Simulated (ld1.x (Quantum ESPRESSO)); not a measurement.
## An all-electron radial function and its pseudo partner (N)

Columns: radius, all-electron u(r) and pseudo u(r) of the 2s shell (level -18.65 eV) of nitrogen in the configuration [He] 2s1.5 2p3.5; LDA (PZ), scalar-relativistic, ultrasoft scheme, ld1.x (Quantum ESPRESSO) 7.5.

```
r (bohr)  all-electron   pseudo
   0.155        0.3671  -0.2536
   0.310        0.0269  -0.4824
   0.465       -0.3633  -0.6668
   0.620       -0.6475  -0.7967
   0.775       -0.8124  -0.8715
   0.930       -0.8821  -0.8983
   1.085       -0.8859  -0.8876
   1.240       -0.8483  -0.8483
   1.395       -0.7872  -0.7872
   1.550       -0.7148  -0.7148
   1.705       -0.6390  -0.6390
   1.860       -0.5647  -0.5647
   2.015       -0.4946  -0.4946
   2.170       -0.4301  -0.4301
   2.325       -0.3720  -0.3720
   2.480       -0.3203  -0.3203
   2.635       -0.2747  -0.2747
   2.790       -0.2348  -0.2348
   2.945       -0.2002  -0.2002
   3.100       -0.1703  -0.1703
   3.255       -0.1446  -0.1446
   3.410       -0.1226  -0.1226
   3.565       -0.1037  -0.1037
   3.720       -0.0876  -0.0876
   3.875       -0.0740  -0.0740
   4.030       -0.0624  -0.0624
```

Task: How many radial nodes do the two functions have?

Result: The all-electron 2s function has n − l − 1 = 1; the pseudo-wave has 0, since the states of the same l below it are removed with the core.

Task: At about which radius was the pseudo-wave matched?

Result: 1.22 bohr, where the columns begin to agree (steps of 0.15 bohr).

Task: Where does each function peak?

Result: Outermost all-electron maximum near 1.08 bohr, pseudo maximum near 0.93 bohr (to the table’s step).

Task: Is the pseudo-wave norm-conserving?

Result: No, it belongs to an ultrasoft set: the norm inside the radius is not constrained, and the difference is carried by the augmentation charge.
